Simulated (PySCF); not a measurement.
H₃N₂, SMILES N[NH], multiplicity 2. Atoms are numbered in the order given.

```xyz
5

N      0.6569    -0.3489     0.0854
N     -0.5538     0.1842    -0.1150
H      1.3217     0.4227     0.0096
H     -0.7283     1.1621     0.0764
H     -1.3151    -0.4320     0.1213
```
Charge 0, spin multiplicity 2.

The structure is a stationary point at PBE0-D3(BJ)/def2-TZVP. The isomer is the one that the SMILES or the coordinates give; other isomers of the formula were not compared.

The numbers are results of PySCF with M06-2X/def2-TZVPD, not measurements.

Mulliken values depend strongly on the basis, most of all with diffuse functions as here. ESP charges are fitted to the potential on shells at 1.4 to 2.0 van der Waals radii. Atomic charges (e):

```
atom  meta-Löwdin  ESP fit  Mulliken  Mulliken spin
----  -----------  -------  --------  -------------
N1              …    -0.53     -0.48           0.87
N2              …    -0.45     -0.28           0.22
H3              …     0.34      0.22          -0.06
H4              …     0.29      0.26          -0.01
H5              …     0.34      0.28          -0.02
```

Task: Fill in the missing entries. (The exact figures need the calculation; the answer reports its results.)

Result: 
- N1, meta-Löwdin: -0.38
- N2, meta-Löwdin: -0.29
- H3, meta-Löwdin: 0.20
- H4, meta-Löwdin: 0.22
- H5, meta-Löwdin: 0.25
